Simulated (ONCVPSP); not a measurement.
# Logarithmic derivatives: Er (Z = 68), ONCV

```
Element                 : erbium
Generator               : ONCVPSP 4.0.1
Type                    : optimised norm-conserving Vanderbilt (ONCV)
Functional              : PBE
Relativity              : scalar-relativistic
Frozen core             : [Kr] 4d10
Valence charge          : 22
Reference configuration : 4f12 5s2 5p6 6s1.75 (charge +0.25)
Partial waves           : 5s+6s: rc 1.75 bohr, ncon 4, nbas 7, qcut 5.6 1/bohr, 2 projectors; 5p: rc 1.50 bohr, ncon 3, nbas 6, qcut 5.7 1/bohr, 3 projectors, debl 2.8 Ha; d scattering state at 0.39 Ha: rc 1.30 bohr, ncon 4, nbas 8, qcut 8.5 1/bohr, local; 4f: rc 1.30 bohr, ncon 4, nbas 9, qcut 11.1 1/bohr, 2 projectors, debl 3.5 Ha
Local potential         : the d channel
Core correction         : none
```

The phase is arctan(r·R′/R) of the radial function R(r), unwrapped; energies in Ha, scanned from -3 to 5 Ha. A pole is an energy at which the radial function vanishes at the test radius. The pseudo phase is shifted by a multiple of π to meet the all-electron one at the reference energy, and phase errors are pseudo minus all-electron; the curves can meet again beyond the range given. Levels narrower than the energy grid can be missing from the lists of poles.

**Question.** For each channel, where are the poles, and over which energies does the pseudopotential scatter like the atom?

**Answer.**

```
channel  radius (bohr)  reference energy (Ha)  poles, all-electron  poles, pseudo  unbroken range about the reference energy with phases within 0.05 rad  phase error 1 Ha above the reference energy (rad)
      s           1.78                  -0.19                -1.25          -1.25                                                        the whole range                                             -0.000
      p           1.52                  -1.03                 1.54           1.54                                                        the whole range                                             +0.000
      d           1.32                   0.39                 none           none                                                              below 4.5                                             -0.015
      f           1.32                  -0.17                 0.37           0.37                                                        the whole range                                             +0.002
```

Phases in the f channel:

```tsv
E (Ha)	all-electron	pseudo
-2.98	1.163	1.168
-2.54	1.114	1.120
-2.10	1.043	1.049
-1.66	0.924	0.932
-1.22	0.685	0.694
-0.78	0.061	0.070
-0.34	-0.946	-0.946
0.10	-1.426	-1.426
0.54	-1.637	-1.636
0.98	-1.771	-1.769
1.42	-1.885	-1.882
1.86	-2.005	-2.002
2.30	-2.155	-2.152
2.74	-2.368	-2.367
3.18	-2.692	-2.691
3.62	-3.140	-3.139
4.06	-3.598	-3.592
4.50	-3.931	-3.922
4.94	-4.145	-4.133
```
